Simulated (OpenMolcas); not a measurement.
**Rh4+: moving or changing the point charges**

Rh4+ among 6 point charges of -1 e arranged as an octahedron (Oh), 2.23 Å from the ion.

```json
{
 "Program": "OpenMolcas",
 "Method": "CASSCF",
 "Basis": "ANO-RCC-VTZP [7s6p4d2f1g]",
 "Scalar Hamiltonian": "DKH2, point nucleus",
 "Active space": "5 electrons in 5 orbitals (4d)",
 "State averaging": "2S+1 = 6 even, 1 root; 2S+1 = 4 even, 24 roots; 2S+1 = 2 even, 75 roots",
 "Spin-orbit coupling": "state interaction with AMFI integrals over the reference wave functions"
}
```

Runs around this geometry, states (labels of O, the rotations of Oh). Energies in cm-1 above the lowest state or level, χT in cm3 K/mol; 10Dq and B are least-squares fits to the states below 45000 cm-1, weighted by degeneracy, with a free offset, and given where the rms deviation is under 5 % of |10Dq| (or 100 cm-1) and under 700 cm-1.

```csv
R (Å),q (e),Ground state,10Dq,B (rms of fit),First gap with spin-orbit (degeneracies),χT at 300 K,First state of another spin
2.23,-0.5,6A1,948,1004 (19),"29963 (6, 2)",4.370,4T1 30370
2.12,-1,6A1,2460,1004 (44),"0.1 (2, 4)",4.370,4T1 29675
2.23,-1,6A1,1913,1004 (35),"0.1 (2, 4)",4.370,4T1 29983
2.39,-1,6A1,1352,1004 (26),"29836 (6, 2)",4.370,4T1 30238
```

Taking |10Dq| as R^-n, n = -ln(1352 / 2460) / ln(2.39 / 2.12) = 5.0 between the shortest and longest distance. The point-charge formula for a cubic d site gives n = 5.

Scaling the charges by -0.5 / -1 = 0.50 scales |10Dq| by 948 / 1913 = 0.50; with fixed orbitals a first-order splitting would follow the charge.

Without dynamic correlation the repulsion within the d shell is too large (B by tens of per cent), so at a given field states of lower spin stand too high. Point charges give a weaker field than real ligands, and real ions of this kind are as a rule low spin; the high spin found here belongs to the model. This field is weak: 10Dq is about 948 cm-1, while octahedral complexes of 4d ions of charge 3 and more, computed by the same method with explicit ligands, had a median near 25000 cm-1. Ground spin and moment need not be those of a real site (figures for R = 2.23, q = -0.5; the like holds for R = 2.12, q = -1, R = 2.23, q = -1, R = 2.39, q = -1). Point charges carry no covalency, so the field is a model and not that of real ligands. No measured value stands beside these numbers.
